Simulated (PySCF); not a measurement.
## Correlation energy of As²⁺ (arsenic, charge +2)

[Ar] 3d10 4s2 4p1, 2P determinant. Calculation: PySCF 2.14, in def2-SVP; no relativity, point nucleus. Frozen: [Ar] 3d10; 3 electrons correlated.

MP2 pair energies summed by pair of shells (mhartree):

```
 pair  energy  share (%)
4s-4s  -20.21       58.5
4s-4p  -14.35       41.5
```

Total MP2 correlation energy: -34.56 mhartree.

Same-spin part -2.12 and opposite-spin part -32.44 mhartree; SCS-MP2 scales them by 1/3 and 6/5 to -39.63 mhartree.

```
  level  correlation energy (mhartree)
   CCSD                         -50.63
    (T)                          -0.48
CCSD(T)                         -51.11
```

Diagnostics: T1 = 0.0085, D1 = 0.0203, largest double amplitude 0.101.

Cost of the coupled-cluster step: 0.12 s of wall time on 1 thread of Neoverse-V1 (shared host), for 3 correlated electrons.

Iterations:

```
CC2 = 0
CCSD nocc = (np.int64(2), np.int64(1)), nmo = (18, 18)
frozen orbitals [[0, 1, 2, 3, 4, 5, 6, 7, 8, 9, 10, 11, 12, 13], [0, 1, 2, 3, 4, 5, 6, 7, 8, 9, 10, 11, 12, 13]]
max_cycle = 100
direct = 0
conv_tol = 1e-08
conv_tol_normt = 1e-06
diis_space = 8
diis_start_cycle = 0
Init t2, MP2 energy = -0.034556604274919
Init E_corr(UCCSD) = -0.0345566042758775
cycle = 1  E_corr(UCCSD) = -0.0449729958218542  dE = -0.0104163915  norm(t1,t2) = 0.047698
cycle = 2  E_corr(UCCSD) = -0.0484552500189256  dE = -0.0034822542  norm(t1,t2) = 0.0188003
cycle = 3  E_corr(UCCSD) = -0.0506343856541706  dE = -0.00217913564  norm(t1,t2) = 0.00800449
cycle = 4  E_corr(UCCSD) = -0.0506165937730158  dE = 1.77918812e-05  norm(t1,t2) = 0.000834572
cycle = 5  E_corr(UCCSD) = -0.0506271971883962  dE = -1.06034154e-05  norm(t1,t2) = 7.80867e-05
cycle = 6  E_corr(UCCSD) = -0.0506240782490384  dE = 3.11893936e-06  norm(t1,t2) = 1.21781e-05
cycle = 7  E_corr(UCCSD) = -0.0506253302057316  dE = -1.25195669e-06  norm(t1,t2) = 3.63233e-06
cycle = 8  E_corr(UCCSD) = -0.0506250882120669  dE = 2.41993665e-07  norm(t1,t2) = 7.68832e-07
cycle = 9  E_corr(UCCSD) = -0.0506250941389006  dE = -5.92683369e-09  norm(t1,t2) = 8.13185e-08
UCCSD converged
E(UCCSD) = -2232.958030944334  E_corr = -0.05062509413890058
UCCSD(T) correction = -0.000479716137952974
```
